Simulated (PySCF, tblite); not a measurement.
Isomers of C3H10OSSi2. Calculated harmonic vibrations of the isolated species, GFN2-xTB (tblite), most abundant isotopes, no scaling. Against measured fundamentals such values can be off by several per cent, at times by over 20. Modes of hydrogen on silicon and sulfur can be 10 to 20 % off. One conformer each.

Electronic energies: PBE0/pcSseg-1 single points on the GFN2-xTB geometries (PySCF, gas phase).

```json
{"SMILES": "C=C[Si@H](C)S[SiH2]O", "electronic energy, lowest = 0 (kJ/mol)": "2.3"}
{"SMILES": "C[Si@@H]1C[SiH2]OCS1", "electronic energy, lowest = 0 (kJ/mol)": "0.0"}
{"SMILES": "O=[SH]/C=C\\C([SiH3])[SiH3]", "electronic energy, lowest = 0 (kJ/mol)": "500.7"}
{"SMILES": "[SiH3]C[Si@H]1COCS1", "electronic energy, lowest = 0 (kJ/mol)": "166.8"}
{"SMILES": "O=[SH]/C=C/C([SiH3])[SiH3]", "electronic energy, lowest = 0 (kJ/mol)": "485.9"}
```

**Question.** How do GFN2-xTB zero-point energies change the relative energies?

**Answer.** 
```tsv
SMILES	ZPE (kJ/mol)	of it from modes above 1550 cm⁻¹	electronic (kJ/mol)	with ZPE, lowest = 0 (kJ/mol)	lowest mode (cm⁻¹)	rings
C[Si@@H]1C[SiH2]OCS1	321.3	166.2	0.0	7.2	75	1
C=C[Si@H](C)S[SiH2]O	311.8	182.5	2.3	0.0	22	0
[SiH3]C[Si@H]1COCS1	314.1	160.2	166.8	166.8	39	1
O=[SH]/C=C/C([SiH3])[SiH3]	285.6	156.3	485.9	457.4	35	0
O=[SH]/C=C\C([SiH3])[SiH3]	285.4	156.3	500.7	471.9	26	0
```

The zero-point energies span 35.9 kJ/mol, from `O=[SH]/C=C\C([SiH3])[SiH3]` to `C[Si@@H]1C[SiH2]OCS1`. With it `C=C[Si@H](C)S[SiH2]O` becomes the lowest.

**Question.** And how do the electronic energies of GFN2-xTB itself compare?

**Answer.** `C[Si@@H]1C[SiH2]OCS1` 0.0; `C=C[Si@H](C)S[SiH2]O` 27.3; `[SiH3]C[Si@H]1COCS1` 155.4; `O=[SH]/C=C/C([SiH3])[SiH3]` 362.0; `O=[SH]/C=C\C([SiH3])[SiH3]` 362.3 kJ/mol, lowest = 0. Against the energies above, taken from the same isomer `C[Si@@H]1C[SiH2]OCS1`, the largest difference is 138.4 kJ/mol.

**Question.** What do entropy and thermal enthalpy add at 298.15 K and 1 bar (rigid rotor, harmonic oscillator, one conformer each)?

**Answer.** 
| SMILES | point group | symmetry number | S (J/(mol K)) | H − H(0) (kJ/mol) | ZPE + H − H(0) − TS (kJ/mol) |
| --- | --- | --- | --- | --- | --- |
| C[Si@@H]1C[SiH2]OCS1 | C1 | 1 | 413.2 | 29.46 | 227.6 |
| [SiH3]C[Si@H]1COCS1 | C1 | 1 | 420.2 | 29.22 | 218.1 |
| O=[SH]/C=C/C([SiH3])[SiH3] | C1 | 1 | 444.3 | 32.48 | 185.6 |
| O=[SH]/C=C\C([SiH3])[SiH3] | C1 | 1 | 449.2 | 32.50 | 184.0 |

Not tabulated: `C=C[Si@H](C)S[SiH2]O` (lowest mode only 22 cm⁻¹).
